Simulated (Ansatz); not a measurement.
Calculated with Ansatz (gas phase, PBE0-D4/def2-TZVP geometries, no zero-point term in ΔE). CBS: MP2 limit from def2 TZ/QZ plus the TZ coupled-cluster correction, frozen cores. DFT in def2-TZVPP. B3LYP here is the variant with VWN-RPA as its local correlation; programs differ in this. HSE06 is defined as in plane-wave codes. Each species was taken in one conformer, which may not be the lowest.

`N=C([SiH3])CS` + `BN[SiH3]` → `BN([SiH3])[SiH3]` + `N=CCS`  (ligand exchange at the Si–C bond)

```csv
level,ΔE (kJ/mol),difference from CCSD(T)/CBS
LDA (SPW92),-33.3,16.8
PBE-D4,-36.7,13.4
revPBE-D4,-37.6,12.5
BLYP-D4,-42.9,7.2
r2SCAN-D4,-44.7,5.4
B97M-V,-48.4,1.7
B3LYP-D4,-47.3,2.8
r2SCANh-D4,-46.2,3.9
r2SCAN0-D4,-48.4,1.7
HSE06-D4,-42.7,7.4
BHLYP-D4,-55.3,-5.2
CAM-B3LYP-D4,-48.8,1.3
ωB97M-V,-48.3,1.8
PBE,-35.9,14.2
revPBE,-36.5,13.6
BLYP,-41.4,8.7
r2SCAN,-44.6,5.5
PBE0,-42.1,8.0
B3LYP,-46.1,4.0
r2SCANh,-46.1,4.0
r2SCAN0,-48.3,1.8
BHLYP,-53.4,-3.3
CAM-B3LYP,-48.2,1.9
LC-ωPBE,-45.7,4.4
RPA@PBE/def2-TZVPP,-51.1,-1.0
HF/def2-SVP,-54.8,-4.7
MP2/def2-SVP,-45.5,4.6
CCSD/def2-SVP,-46.5,3.6
CCSD(T)/def2-SVP,-44.3,5.8
HF/def2-TZVPP,-64.3,-14.2
MP2/def2-TZVPP,-51.7,-1.6
SCS-MP2/def2-TZVPP,-54.5,-4.4
CCSD/def2-TZVPP,-52.8,-2.7
CCSD(T)/def2-TZVPP,-50.0,0.1
HF/def2-QZVPP,-65.8,-15.7
MP2/def2-QZVPP,-52.3,-2.2
SCS-MP2/def2-QZVPP,-55.0,-4.9
HF/CBS(def2),-66.0,-15.9
MP2/CBS(def2),-51.8,-1.7
CCSD/CBS(def2),-52.9,-2.8
CCSD(T)/CBS,-50.1,0
```

Largest T1 diagnostic among the species: 0.013.

At CCSD(T), def2-SVP lies +5.8 kJ/mol from the extrapolated value and def2-TZVPP +0.1 kJ/mol. From r2SCAN to r2SCAN0 (25 % exact exchange), in def2-TZVPP and without D4, ΔE moves by −3.6 kJ/mol. In def2-TZVPP, CCSD(T) changes the Hartree–Fock value by +14.3 kJ/mol (the triples alone add +2.8 kJ/mol) and MP2 by +12.5 kJ/mol.

CCSD(T)/CBS has its own doubt, a few kJ/mol and more with outer-core shells, so smaller differences from it don't rank the levels.
